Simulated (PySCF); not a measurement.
Species: [VI6]2- (charge -2 and doublet state).
Geometry (PBE0-D3(BJ)/def2-SVP, Å), atoms numbered from 1 in this order:
```
atom  x, y, z in Å
V1     0.0109   -0.0116   -0.0098
I2     0.0042   -0.0247    2.7358
I3     0.0192   -0.0038   -2.7554
I4     2.7397    0.0050   -0.0018
I5    -2.7138   -0.0384   -0.0192
I6    -0.0052    2.7313   -0.0001
I7     0.0367   -2.7599   -0.0181
```

Method used: PBE0-D3(BJ)/def2-SVP geometry optimisation, gas phase, def2 core potentials past Kr in PySCF 2.14.0.

Q: Which atoms are bound to V1, and at what distances?

A: 6 atoms: I5 2.725 Å, I4 2.729 Å, I6 2.743 Å, I2 2.746 Å, I3 2.746 Å, I7 2.748 Å.

Q: List the angles at V1.

A: 
```csv
angle,degrees,distance of the outer atoms (Å)
I2–V1–I3,179.9,5.49
I6–V1–I7,179.8,5.49
I4–V1–I5,179.8,5.45
I5–V1–I6,90.2,3.87
I2–V1–I6,90.1,3.88
I2–V1–I5,90.1,3.87
I3–V1–I6,90.0,3.88
I3–V1–I4,90.0,3.87
I3–V1–I7,90.0,3.88
I4–V1–I6,90.0,3.87
I5–V1–I7,90.0,3.87
I3–V1–I5,90.0,3.87
I2–V1–I4,90.0,3.87
I2–V1–I7,89.9,3.88
I4–V1–I7,89.8,3.87
```

Q: What is the shape at V1?

A: Octahedral: the three widest angles are 179.9°, 179.8° and 179.8°, the others run from 89.8° to 90.2°. The V–I distances aren't all alike: 2.725 to 2.748 Å. Differences among atoms that D4h makes equivalent are scatter left by the optimiser.

Point group: D4h (tolerance 0.08 Å). Charge -2, doublet. ⟨S²⟩ = 0.827 (exact for a doublet: 0.75). Whether so highly charged an anion holds all its electrons in the gas phase wasn't checked; a finite basis holds them in any case. The ion is multiply charged and computed without counter-ions or solvent. Stationary, but not proved a minimum.

Time: 21 min of wall time; peak memory 1.6 GiB. Hardware: Intel Xeon 6975P-C, one thread, shared host with 192 logical CPUs at a one-minute load of 99. That covers the optimisation of the geometry.
